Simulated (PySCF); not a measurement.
**Spin-rotation constants: `[C@H]1(NC)CCCC12CCC2`, C9H17N**

Molfile (atoms numbered from 1):
```
C9H17N
     RDKit          3D

 27 28  0  0  0  0  0  0  0  0999 V2000
    2.6360   -1.4378    0.3659 C   0  0  0  0  0  0  0  0  0  0  0  0
    1.2671   -1.2125   -0.0472 N   0  0  0  0  0  0  0  0  0  0  0  0
    0.7433    0.0717    0.3761 C   0  0  1  0  0  0  0  0  0  0  0  0
    1.3414    1.2284   -0.4468 C   0  0  0  0  0  0  0  0  0  0  0  0
    0.1955    2.2286   -0.6771 C   0  0  0  0  0  0  0  0  0  0  0  0
   -0.9692    1.7087    0.1679 C   0  0  0  0  0  0  0  0  0  0  0  0
   -0.7709    0.1976    0.1618 C   0  0  0  0  0  0  0  0  0  0  0  0
   -1.3342   -0.5426   -1.0680 C   0  0  0  0  0  0  0  0  0  0  0  0
   -2.2135   -1.4027   -0.1473 C   0  0  0  0  0  0  0  0  0  0  0  0
   -1.6798   -0.6424    1.0766 C   0  0  0  0  0  0  0  0  0  0  0  0
    2.7868   -1.3381    1.4532 H   0  0  0  0  0  0  0  0  0  0  0  0
    2.9370   -2.4393    0.0626 H   0  0  0  0  0  0  0  0  0  0  0  0
    3.2815   -0.7160   -0.1333 H   0  0  0  0  0  0  0  0  0  0  0  0
    0.6785   -1.9472    0.3350 H   0  0  0  0  0  0  0  0  0  0  0  0
    0.9453    0.2498    1.4522 H   0  0  0  0  0  0  0  0  0  0  0  0
    1.7069    0.8318   -1.3930 H   0  0  0  0  0  0  0  0  0  0  0  0
    2.1782    1.6906    0.0752 H   0  0  0  0  0  0  0  0  0  0  0  0
   -0.0899    2.2371   -1.7291 H   0  0  0  0  0  0  0  0  0  0  0  0
    0.4767    3.2434   -0.3977 H   0  0  0  0  0  0  0  0  0  0  0  0
   -0.8917    2.0791    1.1929 H   0  0  0  0  0  0  0  0  0  0  0  0
   -1.9393    2.0035   -0.2304 H   0  0  0  0  0  0  0  0  0  0  0  0
   -1.8922    0.0967   -1.7489 H   0  0  0  0  0  0  0  0  0  0  0  0
   -0.5829   -1.0930   -1.6275 H   0  0  0  0  0  0  0  0  0  0  0  0
   -1.9666   -2.4628   -0.1570 H   0  0  0  0  0  0  0  0  0  0  0  0
   -3.2838   -1.2944   -0.3118 H   0  0  0  0  0  0  0  0  0  0  0  0
   -1.1495   -1.2561    1.8045 H   0  0  0  0  0  0  0  0  0  0  0  0
   -2.4305   -0.0556    1.6035 H   0  0  0  0  0  0  0  0  0  0  0  0
  1  2  1  0
  2  3  1  0
  3  4  1  0
  4  5  1  0
  5  6  1  0
  6  7  1  0
  7  8  1  0
  8  9  1  0
  9 10  1  0
  7  3  1  0
 10  7  1  0
  1 11  1  0
  1 12  1  0
  1 13  1  0
  2 14  1  0
  3 15  1  1
  4 16  1  0
  4 17  1  0
  5 18  1  0
  5 19  1  0
  6 20  1  0
  6 21  1  0
  8 22  1  0
  8 23  1  0
  9 24  1  0
  9 25  1  0
 10 26  1  0
 10 27  1  0
M  END
```

Level of theory: GIAO B3LYP/pcSseg-1 magnetisability, rotational g tensor and spin-rotation constants, non-relativistic, gas phase (PySCF). Geometry: GFN2-xTB.

**Question.** Give the nuclear spin-rotation constants along the inertial axes (H = +C I·J) beside the isotropic shieldings.

**Answer.** Rotational constants 1.6676, 1.2904, 0.8705 GHz. A star marks the isotopologue with that one atom substituted, in its own axes.
```tsv
atom	isotope	Caa (kHz)	Cbb (kHz)	Ccc (kHz)	mean (kHz)	σ (ppm)
N2	14N	0.114	0.050	0.049	0.071	203.2
H11	1H	-0.171	-0.131	0.028	-0.092	29.4
H12	1H	-0.154	0.009	-0.071	-0.072	28.9
H13	1H	-0.109	-0.014	-0.084	-0.069	29.3
H14	1H	-0.134	-0.038	-0.101	-0.091	31.2
H15	1H	-0.150	-0.153	0.032	-0.090	29.4
H16	1H	-0.160	-0.137	0.012	-0.095	30.3
H17	1H	-0.038	-0.114	-0.060	-0.071	29.9
H18	1H	-0.172	-0.131	0.019	-0.095	30.1
H19	1H	-0.180	0.011	-0.075	-0.082	30.2
H20	1H	-0.194	-0.135	0.028	-0.100	30.3
H21	1H	0.022	-0.121	-0.091	-0.064	30.1
H22	1H	-0.112	-0.066	-0.062	-0.080	30.4
H23	1H	-0.056	-0.111	-0.034	-0.067	28.8
H24	1H	-0.169	0.033	-0.097	-0.078	30.2
H25	1H	0.068	-0.146	-0.095	-0.058	29.9
H26	1H	-0.109	-0.069	-0.059	-0.079	30.1
H27	1H	-0.051	-0.114	-0.053	-0.073	29.8
C1	13C*	0.242	0.280	0.158	0.226	141.8
C3	13C*	0.367	0.315	0.213	0.298	107.2
C4	13C*	0.321	0.193	0.161	0.225	147.0
C5	13C*	0.230	0.200	0.159	0.197	157.7
C6	13C*	0.334	0.202	0.191	0.242	135.9
C7	13C*	0.323	0.258	0.178	0.253	131.9
C8	13C*	0.272	0.194	0.154	0.207	155.1
C9	13C*	0.252	0.200	0.112	0.188	166.6
C10	13C*	0.273	0.201	0.158	0.210	152.7
```
For the geometry as given, no vibrational averaging.
